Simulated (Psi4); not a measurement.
H10Si4, charge +1, doublet, at a GFN2-xTB geometry (a state made from the parent by changing its charge; the spin is typed, not shown lowest), atoms displaced at random by about 0.03 Å a coordinate; R2SCAN/STO-3G, gradient run with Psi4.

Here is a job for Psi4.
```
memory 2 GB

molecule mol {
1 2
  Si    2.145358   -0.976199    0.840314
  Si    0.980616    1.065239    0.642440
  Si   -0.681012    0.538324   -1.204912
  Si   -2.442117   -0.631184   -0.208789
  H     2.703303   -1.015818    2.237843
  H     1.187820   -1.995740    0.585913
  H     3.282241   -0.985382   -0.153429
  H     1.656543    2.239323    0.195150
  H     0.114477    1.470985    1.669282
  H     0.188088   -0.087824   -2.275146
  H    -0.928033    1.881624   -1.774831
  H    -3.520882    0.386288    0.202667
  H    -2.961034   -1.545026   -1.192444
  H    -1.894620   -1.297203    0.901076
symmetry c1
no_reorient
no_com
}

set basis sto-3g
set reference uks

gradient('r2scan')
print_variables()
```

Task: Write the output that Psi4 gives for this input, abridged.

Result: 
```
gradient() will perform analytic gradient computation.

   => Loading Basis Set <=

    Name: STO-3G
    Role: ORBITAL
    Keyword: BASIS

         ---------------------------------------------------------
                                   SCF
               by Justin Turney, Rob Parrish, Andy Simmonett
                          and Daniel G. A. Smith
                              UKS Reference
         ---------------------------------------------------------

  ==> Geometry <==

    Molecular point group: c1
    Full point group: C1

    Geometry (in Angstrom), charge = 1, multiplicity = 2:

       Center              X                  Y                   Z               Mass
    ------------   -----------------  -----------------  -----------------  -----------------
         SI           2.145358000000    -0.976199000000     0.840314000000    27.976926534650
         SI           0.980616000000     1.065239000000     0.642440000000    27.976926534650
         SI          -0.681012000000     0.538324000000    -1.204912000000    27.976926534650
         SI          -2.442117000000    -0.631184000000    -0.208789000000    27.976926534650
         H            2.703303000000    -1.015818000000     2.237843000000     1.007825032230
         H            1.187820000000    -1.995740000000     0.585913000000     1.007825032230
         H            3.282241000000    -0.985382000000    -0.153429000000     1.007825032230
         H            1.656543000000     2.239323000000     0.195150000000     1.007825032230
         H            0.114477000000     1.470985000000     1.669282000000     1.007825032230
         H            0.188088000000    -0.087824000000    -2.275146000000     1.007825032230
         H           -0.928033000000     1.881624000000    -1.774831000000     1.007825032230
         H           -3.520882000000     0.386288000000     0.202667000000     1.007825032230
         H           -2.961034000000    -1.545026000000    -1.192444000000     1.007825032230
         H           -1.894620000000    -1.297203000000     0.901076000000     1.007825032230

  Running in c1 symmetry.

  Rotational constants: A =      0.11145  B =      0.03603  C =      0.03180 [cm^-1]
  Rotational constants: A =   3341.32821  B =   1080.16929  C =    953.35590 [MHz]
  Nuclear repulsion =  320.293793494431611

  Charge       = 1
  Multiplicity = 2
  Electrons    = 65
  Nalpha       = 33
  Nbeta        = 32

  ==> Algorithm <==

  SCF Algorithm Type is DF.
  DIIS enabled.
  MOM disabled.
  Fractional occupation disabled.
  Guess Type is SAD.
  Energy threshold   = 1.00e-08
  Density threshold  = 1.00e-08
  Integral threshold = 1.00e-12

  ==> Primary Basis <==

  Basis Set: STO-3G
    Blend: STO-3G
    Number of shells: 30
    Number of basis functions: 46
    Number of Cartesian functions: 46
    Spherical Harmonics?: true
    Max angular momentum: 1

  ==> DFT Potential <==

   => LibXC <=

    Version 7.1.2
    S. Lehtola, C. Steigemann, M. J. T. Oliveira, and M. A. L. Marques,  SoftwareX 7, 1–5 (2018) (10.1016/j.softx.2017.11.002)

   => Composite Functional: R2SCAN <=

    r2SCAN Meta-GGA XC Functional  (0.1021/acs.jpclett.0c02405)
    J. W. Furness, A. D. Kaplan, J. Ning, J. P. Perdew, J. Sun  J. Phys. Chem. Lett.  11, 8208–8215, 2020

    Deriv               =              1
    GGA                 =           TRUE
    Meta                =           TRUE

    Exchange Hybrid     =          FALSE
    MP2 Hybrid          =          FALSE

   => Exchange Functionals <=

    1.0000   XC_MGGA_X_R2SCAN

   => Correlation Functionals <=

    1.0000   XC_MGGA_C_R2SCAN

   => LibXC Density Thresholds  <==

    XC_MGGA_C_R2SCAN:  1.00E-15
    XC_MGGA_X_R2SCAN:  1.00E-11

   => Molecular Quadrature <=

    Radial Scheme          =       TREUTLER
    Pruning Scheme         =           NONE
    Nuclear Scheme         =       TREUTLER

    Blocking Scheme        =         OCTREE
    BS radius alpha        =              1
[...]
  @DF-UKS Final Energy: -1150.21352210775831
    Total Energy =                      -1150.2135221077583083
[...]
         H           -0.928033000000     1.881624000000    -1.774831000000     1.007825032230
         H           -3.520882000000     0.386288000000     0.202667000000     1.007825032230
         H           -2.961034000000    -1.545026000000    -1.192444000000     1.007825032230
         H           -1.894620000000    -1.297203000000     0.901076000000     1.007825032230

  Nuclear repulsion =  320.293793494431611

  ==> Basis Set <==

  Basis Set: STO-3G
    Blend: STO-3G
    Number of shells: 30
    Number of basis functions: 46
    Number of Cartesian functions: 46
    Spherical Harmonics?: true
    Max angular momentum: 1

  ==> DFJKGrad: Density-Fitted SCF Gradients <==

    Gradient:                    1
    J tasked:                  Yes
    K tasked:                   No
    wK tasked:                  No
    Integrals threads:           1
    Schwarz Cutoff:          1E-12
    Fitting Condition:       1E-10

   => Auxiliary Basis Set <=

  Basis Set: (STO-3G AUX)
    Blend: DEF2-UNIVERSAL-JKFIT
    Number of shells: 212
    Number of basis functions: 692
    Number of Cartesian functions: 820
    Spherical Harmonics?: true
    Max angular momentum: 4

  ==> DFT Potential <==

   => LibXC <=

    Version 7.1.2
    S. Lehtola, C. Steigemann, M. J. T. Oliveira, and M. A. L. Marques,  SoftwareX 7, 1–5 (2018) (10.1016/j.softx.2017.11.002)

   => Composite Functional: R2SCAN <=

    r2SCAN Meta-GGA XC Functional  (0.1021/acs.jpclett.0c02405)
    J. W. Furness, A. D. Kaplan, J. Ning, J. P. Perdew, J. Sun  J. Phys. Chem. Lett.  11, 8208–8215, 2020

    Deriv               =              1
    GGA                 =           TRUE
    Meta                =           TRUE

    Exchange Hybrid     =          FALSE
    MP2 Hybrid          =          FALSE

   => Exchange Functionals <=

    1.0000   XC_MGGA_X_R2SCAN

   => Correlation Functionals <=

    1.0000   XC_MGGA_C_R2SCAN

   => LibXC Density Thresholds  <==

    XC_MGGA_C_R2SCAN:  1.00E-15
    XC_MGGA_X_R2SCAN:  1.00E-11

   => Molecular Quadrature <=

    Radial Scheme          =       TREUTLER
    Pruning Scheme         =           NONE
    Nuclear Scheme         =       TREUTLER

    Blocking Scheme        =         OCTREE
    BS radius alpha        =              1
    Pruning alpha          =              1
    Radial Points          =             75
    Spherical Points       =            302
    Total Points           =         296687
    Total Blocks           =           2273
    Max Points             =            256
    Max Functions          =             39
    Weights Tolerance      =       1.00E-15

  -Total Gradient:
     Atom            X                  Y                   Z
    ------   -----------------  -----------------  -----------------
       1       -0.031946048447    -0.021726913943    -0.000918828880
       2       -0.006586210324     0.030399357293     0.019611497012
       3       -0.015684501331    -0.000048560057     0.021522896342
       4        0.024161201954    -0.045234350828     0.005200418943
       5        0.012732372883    -0.002493867720     0.020271116754
       6        0.007283901003     0.010556477560     0.001150814216
       7        0.023866558423    -0.001212907293    -0.016396427089
       8       -0.007479614243    -0.009120479535     0.007753080414
       9        0.016542050916    -0.004324856063    -0.021350240679
      10        0.015326646981    -0.003758187057    -0.022731157465
      11        0.000043592740     0.007624081124    -0.011462465244
      12       -0.029629831597     0.024039339265     0.009848662838
      13       -0.001588208146     0.003564959428     0.005354695708
      14       -0.007058848953     0.011311056405    -0.017663739216

  Variable Map:
  ----------------------------------------------------------------------------
[...]
  Array Variable Map:
  ----------------------------------------------------------------------------
[...]
[...]
```
